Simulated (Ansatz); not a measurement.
Basis sets compared for the cluster Cd2SF2 (the lowest singlet isomer of a short search). The state is a singlet with charge 0. Geometry PBE0-D4/def2-SVP. Ansatz on 4 threads of Arm Neoverse V1 on a shared host; times are rough, and most runs start from earlier orbitals.

```xyz
5

Cd    1.6722   -0.4962   -0.1111
Cd   -1.5605    0.6492    0.4449
S     0.5036    0.6901    1.5059
F     2.6799   -1.4801   -1.4337
F    -3.2951    0.6370   -0.4060
```

In the def2 sets Cd takes a core potential; there is no spin–orbit coupling. The structure comes from a short search, and lower isomers may exist.

Binding counts from free atoms (Cd singlet, S triplet, F doublet) in the same basis, without a counterpoise term.

| level | functions | energy (Eh) | HOMO (eV) | LUMO (eV) | binding per atom (eV) | wall time |
| --- | --- | --- | --- | --- | --- | --- |
| PBE-D4/def2-SVP | 108 | -932.7970 | -6.50 | -3.11 | 2.31 | 1.1 s |
| PBE-D4/def2-TZVP | 179 | -933.2741 | -6.71 | -3.28 | 2.28 | 1.6 s |
| r2SCAN-D4/def2-TZVP (with forces) | 179 | -933.6263 | -6.96 | -3.07 | 2.26 | 4.8 s |
| PBE0-D4/def2-SVP | 108 | -932.8045 | -7.71 | -2.29 | 2.18 | 1.6 s |
| PBE0-D4/def2-TZVP | 179 | -933.2754 | -7.89 | -2.44 | 2.18 | 2.7 s |

(1) Estimate the rows for PBE-D4/def2-TZVPD, r2SCAN-D4/def2-TZVPD, PBE0-D4/def2-TZVPD.

Results:

(1) 
```
               level  functions  energy (Eh)  HOMO (eV)  LUMO (eV)  binding per atom (eV)  wall time
   PBE-D4/def2-TZVPD        206    -933.2803      -6.77      -3.35                   2.30      2.2 s
r2SCAN-D4/def2-TZVPD        206    -933.6319      -6.99      -3.11                   2.28      6.5 s
  PBE0-D4/def2-TZVPD        206    -933.2812      -7.92      -2.50                   2.20      3.9 s
```
